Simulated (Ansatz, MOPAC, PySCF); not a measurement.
Complex: HF (SMILES F) (first 2 atoms) with SO2 (SMILES O=S=O); geometry from B3LYP-D3(BJ)/def2-TZVP, rigid monomers moved along the line of their centres of mass till H2···O3 is 3.31 Å.
(charge 0, multiplicity 1):
```xyz
5

F      0.351     0.507    -0.657
H      0.084     0.724     0.211
O     -0.599     0.350     3.430
S     -0.457    -0.883     4.172
O     -0.798    -0.868     5.565
```

Counterpoise-corrected where a basis set is named; no monomer relaxation. Rows marked so take none.

Cores are frozen in the correlated methods. CBS(a, b) extrapolates the correlation energy as X⁻³ and adds the Hartree–Fock energy of set b. Rows in 6-31G* carry no dispersion term and start afresh at each structure (6-31G* with six Cartesian d functions). MP2/6-31G* freezes PySCF's default core. The state that PM6, PM7 reach isn't checked; PM7 holds dispersion and hydrogen-bond terms.

Programs: Ansatz (Gaussian orbitals); MOPAC for PM6, PM7 (differences of heats of formation); PySCF for 6-31G* rows, the dispersion terms. Each number belongs to the level named beside it.

Other levels give for the interaction energy: PBE/def2-TZVPPD -1.04; B3LYP/def2-TZVPPD -0.97; B3LYP-D3(BJ)/def2-TZVPPD -1.17; wB97M-V/def2-TZVPPD -1.16; CCSD(T)/CBS(aug-cc-pV(D+d)Z, aug-cc-pV(T+d)Z) -1.13 kcal/mol.

Problem. What do these common cheap choices give for the same quantity: PM6, PM7, HF/6-31G*, HF/6-31G* (no counterpoise), BP86/6-31G* (no counterpoise), B3LYP/6-31G* (no counterpoise), MP2/6-31G*, MP2/6-31G* (no counterpoise)?

Solution. PM6 -1.00; PM7 -1.63; HF/6-31G* -1.31; HF/6-31G* (no counterpoise) -1.44; BP86/6-31G* (no counterpoise) -1.03; B3LYP/6-31G* (no counterpoise) -1.21; MP2/6-31G* -1.11; MP2/6-31G* (no counterpoise) -1.32 kcal/mol. They span -1.63 to -1.00 kcal/mol.

Ansatz is a program for electronic structure.
